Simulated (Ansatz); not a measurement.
Frontier orbitals of `C=[CH][SnH2][F]`.

Total charge 0; spin multiplicity 1. Correlated methods include outer-core shells of Sn, which these sets cover unevenly. Sn: def2 effective core potential. The geometry is a stationary point of PBE0-D4/def2-TZVP. It is one conformer, not always the lowest. Basis def2-TZVPP, the Gaussian-basis code of Ansatz.

```tsv
functional	HOMO (eV)	LUMO (eV)	gap (eV)
PBE	-7.30	-1.99	5.31
revPBE	-7.25	-1.88	5.37
PBE0	-8.49	-1.06	7.43
HSE06 (plane-wave form)	-8.08	-1.43	6.65
LC-ωPBE	-11.25	1.12	12.37
ωB97M-V	-10.74	0.78	11.52
```

Against PBE, PBE0 changes HOMO and LUMO by −1.19 and +0.93 eV, ωB97M-V by −3.44 and +2.76 eV. A gap of 5.31 eV thus becomes 11.52 eV for the same molecule, so an orbital gap means little without its functional. A positive LUMO is unbound and depends on the basis.

LC-ωPBE has ω = 0.4 bohr⁻¹.
